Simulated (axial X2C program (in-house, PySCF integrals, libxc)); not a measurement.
**Spin–orbit effects down a group: molecules with Na (ions), PBE0**

Computed with an in-house all-electron X2C program for linear molecules (integrals from PySCF), spin-free (one-electron X2C) or two-component (2c: spin–orbit coupling with atomic mean-field Coulomb and Gaunt terms, which also bring small scalar terms), in Dyall basis sets with cores contracted in-house; open shells are unrestricted.

Basis sets: Ba dyall-acv3z, Be dyall-av3z, Ca dyall-acv3z, Mg dyall-av3z, Na dyall-av3z.

```csv
molecule,spin-free state,Re (Å),ωe (cm⁻¹),De (eV),2c state,Re 2c (Å),ωe 2c (cm⁻¹),De 2c (eV)
NaBe⁻,"M_S = 0, Λ = 0",3.252,143.3,0.40,Ω = 0,3.252,143.2,0.40
NaMg⁻,"M_S = 0, Λ = 0",3.739,85.2,0.32,Ω = 0,3.739,85.2,0.32
NaCa⁻,"M_S = 0, Λ = 0",3.959,89.4,0.51,Ω = 0,3.959,89.4,0.51
NaBa⁻,"M_S = 0, Λ = 0",4.219,78.7,0.61,Ω = 0,4.214,78.8,0.61
```

Fragments in 2c: Na- + Be, Mg + Na-, Ca + Na-, Ba + Na-. Each entry is the lowest single determinant of a limited PBE0 search at one distance. De goes to single-determinant-based atoms at the same level (for ions the charge split of lowest energy) and is withheld (n/a) where an atom does not fit its ground term or J level. Main or longest-lived isotopes. One determinant is a doubtful description, or other states lie close, for NaBe⁻, NaMg⁻, NaCa⁻, NaBa⁻; these need not be ground states, and all values refer to the states named.
